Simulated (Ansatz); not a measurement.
This geometry of BrH3InNS (7 atoms, charge 0, multiplicity 1) is a first-order saddle point.

Method: RKS LDA/def2-SVP (Ansatz).

```xyz
7
Properties=species:S:1:pos:R:3
N -1.196 1.167 0.276
In 0.140 -0.234 -0.161
S 2.052 -0.788 1.129
Br -0.232 -1.513 -2.242
H -1.154 1.762 1.105
H -2.000 1.355 -0.326
H 2.389 -1.749 0.218
```

(1) Which two structures does it join? (They come from a converged band through this point; their orientation in space is the band's.)

(2) How far does it lie above each of them?

Results:

(1) No bond is made or broken. The height of N1 over the plane of its neighbours goes from -0.32 to 0.31 Å. The two ends are copies of one structure, up to a mirror image or an exchange of like atoms.

First end point:

```xyz
7
Properties=species:S:1:pos:R:3
N -1.001 1.424 0.109
In 0.124 -0.217 -0.146
S 1.973 -0.880 1.186
Br -0.267 -1.538 -2.197
H -1.132 1.740 1.078
H -1.905 1.403 -0.379
H 2.209 -1.933 0.349
```

Last end point:

```xyz
7
Properties=species:S:1:pos:R:3
N -1.365 0.990 0.445
In 0.125 -0.215 -0.147
S 2.077 -0.756 1.089
Br -0.221 -1.484 -2.239
H -1.102 1.777 1.051
H -1.978 1.318 -0.312
H 2.464 -1.630 0.112
```

(2) 2.1 kJ/mol above the first and 2.1 kJ/mol above the second. This is the barrier of this one path; another mechanism may lie lower.

Time of the run: 49 s on 2 threads of Arm Neoverse V1, on a shared host, peak memory 0.15 GiB.
